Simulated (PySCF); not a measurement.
Question: Give a PBE0-D3(BJ)/def2-SVP geometry of `C[N+](C)(C)[AlH2-][N]1CCCC1`.

Answer: 
```xyz
29
C7H19AlN2 angstrom
C     -3.2141   -0.0929   -0.7844
N     -1.9535   -0.4367   -0.1254
C     -2.0970   -0.4075    1.3330
C     -1.4703   -1.7492   -0.5629
Al    -0.5074    0.9768   -0.6521
N      0.9904    0.3765    0.1860
C      2.0497   -0.4038   -0.4081
C      3.3350    0.3906   -0.1170
C      3.0026    1.1770    1.1677
C      1.5240    0.8340    1.4478
H     -3.5291    0.9113   -0.4673
H     -3.0653   -0.0834   -1.8732
H     -4.0073   -0.8186   -0.5311
H     -2.4275    0.5916    1.6481
H     -2.8301   -1.1605    1.6732
H     -1.1200   -0.6125    1.7916
H     -1.3338   -1.7432   -1.6530
H     -2.1846   -2.5455   -0.2879
H     -0.4981   -1.9448   -0.0905
H     -0.5198    0.7531   -2.2451
H     -1.1828    2.2769    0.0109
H      2.1307   -1.4117    0.0613
H      1.8793   -0.5663   -1.4848
H      3.5428    1.0802   -0.9490
H      4.2153   -0.2610   -0.0048
H      3.6528    0.8999    2.0117
H      3.1249    2.2585    1.0067
H      0.9508    1.6895    1.8409
H      1.4815    0.0357    2.2238
```

Any rigid rotation of these coordinates is as good. Atoms count from 1 in this order. The C–N distances run from 1.444 Å (N6–C7, drawn single) to 1.466 Å (N2–C3, drawn single), a spread of 0.022 Å. N2 (nitrogen bonded to Al and 3 C) is tetrahedral (angles from 107.6° to 111.1°). Al5 (aluminium bonded to 2 N and 2 H) is distorted tetrahedral (angles from 98.6° to 121.2°). N6 (nitrogen bonded to Al and 2 C) is almost planar (angles 127.0°, 126.4° and 105.0°, sum 358.5°, 0.11 Å off the plane of its three neighbours).

Bonds between heavy atoms (Å): C1–N2 1.463, N2–C3 1.466, N2–C4 1.465, N2–Al5 2.090, Al5–N6 1.818, N6–C7 1.444, C7–C8 1.539, C8–C9 1.543, C9–C10 1.544, N6–C10 1.444.

Theory: PBE0-D3(BJ)/def2-SVP geometry optimisation, gas phase in PySCF.

Point group: near Cs, missed by 0.22 Å at most; the miss may be what the optimiser left on a soft mode. Whether it is a minimum is left open (no frequencies). One conformer, not necessarily the lowest (N2–Al5–N6–C7 98°, Al5–N6–C7–C8 126°, N6–C7–C8–C9 27°, C7–C8–C9–C10 -4°, C8–C9–C10–N6 -21°).
